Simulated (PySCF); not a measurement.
Nuclear quadrupole coupling in `C=C=CCC(=O)[O-]`

C5H5O2 (charge -1).
Structure used (GFN2-xTB), in Å, numbered top down from 1:
```xyz
12
C5H5O2 angstrom
C      2.5345    0.4496    0.3549
C      1.3717   -0.1137    0.2121
C      0.2089   -0.6707    0.0479
C     -0.9174   -0.1084   -0.7280
C     -2.1804    0.1599    0.2561
O     -2.5924    1.3199    0.2477
O     -2.5819   -0.8327    0.8640
H      2.7280    1.1849    1.1257
H      3.3751    0.2139   -0.2878
H     -0.0212   -1.5944    0.5690
H     -0.6487    0.8255   -1.2239
H     -1.2749   -0.8344   -1.4638
```

Field gradients from the PBE0/pcSseg-1 density (PySCF, non-relativistic), principal values in atomic units, ordered |Vxx| ≤ |Vyy| ≤ |Vzz|:

| atom | Vxx | Vyy | Vzz |
| --- | --- | --- | --- |
| O6 | 0.4761 | 0.9288 | -1.4049 |
| O7 | 0.3896 | 0.9363 | -1.3258 |

Find the asymmetry η = (Vxx − Vyy)/Vzz and the couplings χ = eQV/h (234.96 MHz × Q in barn × V in au), with Q(17O) = −0.0256 b.

| atom | environment | nucleus | η | χzz (MHz) | χxx (MHz) | χyy (MHz) |
| --- | --- | --- | --- | --- | --- | --- |
| O6 | carboxylate oxygen | 17O | 0.32 | 8.45 | -2.86 | -5.59 |
| O7 | carboxylate oxygen | 17O | 0.41 | 7.98 | -2.34 | -5.63 |

The tensor is traceless: Vxx + Vyy + Vzz = 0.

What is Vzz at O7 in SI units (1 au = 9.71736 × 10²¹ V/m²)?

-1.3258 au = -12.884 × 10²¹ V/m².

And the gradient at the other heavy atoms, for which no coupling is worked out here?

```csv
atom,environment,Vzz (au),η
C1,outer carbon of cumulated double bonds,-0.080,0.90
C2,central carbon of cumulated double bonds,-0.443,0.85
C3,outer carbon of cumulated double bonds,0.257,0.12
C4,sp3 carbon next to a carbonyl,0.113,0.23
C5,carboxylate carbon,0.361,0.77
```

What couplings would deuterons (Q(2H) = 0.00286 b) have in place of the hydrogens, at this geometry?

```
atom  bonded to  bond length (Å)  Vzz (au)     η  χzz (kHz)
  H8         C1            1.083    0.3347  0.07        225
  H9         C1            1.084    0.3332  0.07        224
 H10         C3            1.085    0.3228  0.05        217
 H11         C4            1.091    0.3099  0.06        208
 H12         C4            1.094    0.3105  0.05        209
```

One conformer (not necessarily the lowest) at the GFN2-xTB geometry, without solvent, vibrations or thermal averaging. The pcSseg-1 basis has no diffuse functions, a weakness for an anion. GFN2-xTB bond lengths can be off by several hundredths of an ångström, more for odd bonds, and the gradients follow them. The basis is small and wasn't made for field gradients, so the couplings can be 20 % off.
